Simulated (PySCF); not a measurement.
Compound: C4H11BO2.
Bonds: C1–C2, C2–C3, C3–O4, O4–B5, B5–C6, B5–O7. Hydrogens: H8, H9, H10 on C1; H11, H12 on C2; H13, H14 on C3; H15, H16, H17 on C6; H18 on O7.

A linear-response calculation (PySCF, def2-SVPD basis, gas phase, vertical, core orbitals frozen in the response) gave these numbers; the functional is withheld.

Orbital energies (eV): HOMO-3 -9.60, HOMO-2 -9.35, HOMO-1 -8.51, HOMO -8.15, LUMO 0.00, LUMO+1 0.53, LUMO+2 0.94.

```
state  E (eV)       f  main configurations (H = HOMO, L = LUMO)
   S1    7.21  0.0043                                 H→L (98%)
   S2    7.66   0.025                               H-1→L (97%)
   S3    7.85  0.0021                               H→L+1 (91%)
   S4    8.24  0.0053                               H→L+2 (84%)
   S5    8.27   0.016              H-1→L+1 (72%), H-1→L+3 (22%)
   S6    8.27   0.012  H-1→L+3 (62%), H-1→L+1 (16%), H→L+2 (8%)
```

Triplets, Tamm–Dancoff:

```json
{"state": "T1", "E (eV)": "7.11", "λ (nm)": "174.5", "main configurations (H = HOMO, L = LUMO)": "H→L (96%)"}
{"state": "T2", "E (eV)": "7.43", "λ (nm)": "166.8", "main configurations (H = HOMO, L = LUMO)": "H→L+3 (87%)"}
{"state": "T3", "E (eV)": "7.53", "λ (nm)": "164.6", "main configurations (H = HOMO, L = LUMO)": "H-1→L (97%)"}
{"state": "T4", "E (eV)": "7.71", "λ (nm)": "160.8", "main configurations (H = HOMO, L = LUMO)": "H→L+1 (82%)"}
```

Vertical ionisation energy by ΔSCF with the same functional: 10.41 eV. Mean static polarisability: 73.2 au.

Orbitals of the list HOMO-3 to LUMO+2 that lie within 0.01 eV of each other are written together with a slash and their weights summed (≥ marks a lower bound); for degenerate orbitals outside that list single weights are arbitrary.

Question: Name the functional.
A. PBE
B. wB97X-D
C. B3LYP
D. HF

Answer: C. B3LYP is a global hybrid with 20% exact exchange. In this run −ε(HOMO) = 8.15 eV differs from the ΔSCF value by -2.26 eV, and S1 differs from the orbital gap of 8.15 eV by -0.94 eV. The ratio −ε(HOMO)/IP is 0.78. Small neutral molecules mostly give 0.67 to 0.83 with B3LYP, 0.5 to 0.7 with PBE, 0.89 to 0.99 with wB97X-D; with Hartree–Fock the ratio is 1 or more (Koopmans' value less the relaxation energy is the ΔSCF value). The other options: PBE, a GGA without exact exchange; HF, time-dependent Hartree–Fock, 100% exact exchange; wB97X-D, range-separated, 22% exact exchange at short range and 100% at long range (ω = 0.2 bohr⁻¹).

The calculation used PySCF, TDDFT B3LYP/def2-SVPD, vertical, gas phase, core orbitals frozen in the response. Isolated species at its PBE0-D3(BJ)/def2-SVP geometry (one conformer only).

Conformer computed: `[CH3:1][CH2:2][CH2:3][O:4][B:5]([CH3:6])[OH:7]`: C1–C2–C3–O4 176°, C2–C3–O4–B5 173°, C3–O4–B5–C6 -1°, H–O7–B5–O4 1°.

Without π bonds the low states are Rydberg-like; a valence basis with one diffuse set may place them up to an eV too high.
